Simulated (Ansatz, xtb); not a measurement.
GeH5NP: which of two structures lies lower

Structure X: a doublet given by its coordinates. Structure Y: `[NH2][GeH][PH2]`, a doublet. Both are isolated molecules in the gas phase, relaxed with B3LYP-D3(BJ)/def2-SVP; the shapes shown needn't be the lowest conformers.

X (Å):

```yaml
atoms:
  - { symbol: Ge, position_ang: [-3.7114, -1.0694, -0.2878] }
  - { symbol: N, position_ang: [-1.9369, 0.3177, -0.4802] }
  - { symbol: P, position_ang: [-2.3862, -2.9005, -1.1755] }
  - { symbol: H, position_ang: [-1.6341, 0.3491, -1.4562] }
  - { symbol: H, position_ang: [-2.1266, 1.2732, -0.1700] }
  - { symbol: H, position_ang: [-1.1567, -0.0509, 0.0682] }
  - { symbol: H, position_ang: [-1.2144, -2.7140, -0.3660] }
  - { symbol: H, position_ang: [-1.8156, -2.2119, -2.2994] }
```

Close contacts (Å): Ge1–N2 2.26, Ge1–P3 2.43, N2–H4 1.02, N2–H5 1.02, N2–H6 1.02, P3–H7 1.44, P3–H8 1.44.

Y (Å):

```
atom    x (Å)    y (Å)    z (Å)
  Ge   0.0139  -2.0259  -0.2907
   N  -1.5546  -1.1876  -0.8287
   P   1.4183  -0.2600   0.4744
   H  -2.1192  -1.6798  -1.5191
   H  -2.1590  -0.8171  -0.0978
   H   2.2772  -1.1187   1.2299
   H   0.6007   0.0488   1.6071
   H   0.6050  -2.5259  -1.6559
```

Problem. Estimate E(Y) − E(X) at the level CCSD(T)/def2-SVP + ΔMP2/def2-TZVPP.

Solution. Not settled: CCSD(T)/def2-SVP + ΔMP2/def2-TZVPP gives E(Y) − E(X) = −1.81 kcal/mol, but this leans on the basis-set step: CCSD(T) alone gives +1.65 kcal/mol.

The same difference at several levels:

| level | geometry | E(Y) − E(X) (kcal/mol) | departure from the last row (kcal/mol) | job, with rough time for the two |
| --- | --- | --- | --- | --- |
| B3LYP-D3(BJ)/def2-SVP | B3LYP-D3(BJ)/def2-SVP | +1.99 | +3.79 | optimisation, 43 s |
| HF/def2-SVP | B3LYP-D3(BJ)/def2-SVP | +3.07 | +4.87 | part of the CCSD(T) run |
| MP2/def2-SVP | B3LYP-D3(BJ)/def2-SVP | +0.38 | +2.18 | part of the CCSD(T) run |
| CCSD(T)/def2-SVP | B3LYP-D3(BJ)/def2-SVP | +1.65 | +3.46 | single point |
| CCSD(T)/def2-SVP + ΔMP2/def2-TZVPP | B3LYP-D3(BJ)/def2-SVP | −1.81 |  | single point, 23 s |

B3LYP-D3(BJ)/def2-SVP, HF/def2-SVP, CCSD(T)/def2-SVP put the two in the other order. MP2/def2-SVP finds them nearly level. The largest departure from CCSD(T)/def2-SVP + ΔMP2/def2-TZVPP is that of HF/def2-SVP, 4.87 kcal/mol. Levels run at GFN2-xTB geometries aren't shown. The last row adds to CCSD(T) the change of the MP2 difference between the two basis sets, here −3.46 kcal/mol, a large step that makes the value less sure.

With harmonic frequencies from B3LYP-D3(BJ)/def2-SVP (ideal gas, rigid rotor, one conformer each, 298.15 K, 1 atm): on the last row, ΔE + ΔZPE = −4.78, ΔH = −4.99, ΔG = −4.39 kcal/mol.

Open shells are spin-unrestricted. The correlated steps freeze 15 core orbitals; the filled d shell of Ge is correlated, in a basis made for valence electrons. Mirror images aren't counted in ΔG. Programs: Ansatz 0.2.0; the last row on 2 threads of Intel(R) Xeon(R) 6975P-C (Granite Rapids) on a shared host.
